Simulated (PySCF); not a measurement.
# One molecule, many functionals

Compound: H₇NOSeSi₂.
Atom-mapped SMILES: `[NH2:1][Si@H:2]([OH:3])[Se:4][SiH3:5]` (hydrogens: H6, H7 on N1; H8 on Si2; H9 on O3; H10, H11, H12 on Si5)

Linear-response calculations in the def2-SVPD basis (PySCF; singlets by full response, triplets Tamm–Dancoff, core orbitals frozen in the response; HF means time-dependent Hartree–Fock). 'Strongest' is the level of largest summed f among the singlets computed (10 roots, of which the last may lack a degenerate partner); it can jump between rows when another state enters that window. S1 is the lowest singlet of each run and needn't be the same state throughout; f(S1) is that of one state. Geometry: PBE0-D3(BJ)/def2-SVP, one conformer, isolated molecule. Relativistic effects, spin–orbit coupling among them, are left out although an element past zinc is present.

```tsv
functional	kind	S1 (eV)	f(S1)	strongest (eV)	T1 (eV)	HOMO (eV)	gap (eV)	ionisation energy, ΔSCF (eV)
LDA	LDA	4.90	0.018	6.07	4.66	-6.00	4.77	9.00
PBE	GGA	4.96	0.017	6.11	4.70	-5.89	4.87	8.83
B3LYP	global hybrid, 20% exact exchange	5.29	0.016	6.86	4.99	-6.77	6.28	8.95
PBE0	global hybrid, 25% exact exchange	5.45	0.015	7.11	5.11	-7.02	6.77	8.96
BHandHLYP	global hybrid, 50% exact exchange	5.74	0.012	7.82	5.39	-7.98	8.40	8.96
CAM-B3LYP	range-separated hybrid	5.57	0.012	7.24	5.24	-8.25	8.79	9.05
wB97X-D	range-separated hybrid	5.66	0.012	7.31	5.35	-8.80	10.15	9.02
HF	Hartree–Fock	6.32	0.007	8.57	5.87	-9.53	11.44	not settled
```

What does LC-wPBE (range-separated hybrid) give?

S1 (eV) 5.91, f(S1) 0.007, strongest (eV) 7.97, T1 (eV) 5.51, HOMO (eV) -9.59, gap (eV) 11.15, ionisation energy, ΔSCF (eV) 9.09. S1 runs from 4.90 eV (LDA) to 6.32 eV (HF), a spread of 1.42 eV, while the orbital gap spreads over 6.7 eV. Along PBE (0%), B3LYP (20%), PBE0 (25%), BHandHLYP (50%), HF (100%) S1 rises with the share of exact exchange. −ε(HOMO) comes closest to its own ΔSCF ionisation energy with wB97X-D (-0.22 eV) and misses most with LDA (-3.00 eV). 'Not settled' means that the ion's SCF failed to converge or may have ended in another state than the lowest.

Without π bonds the low states are Rydberg-like; a valence basis with one diffuse set may place them up to an eV too high.
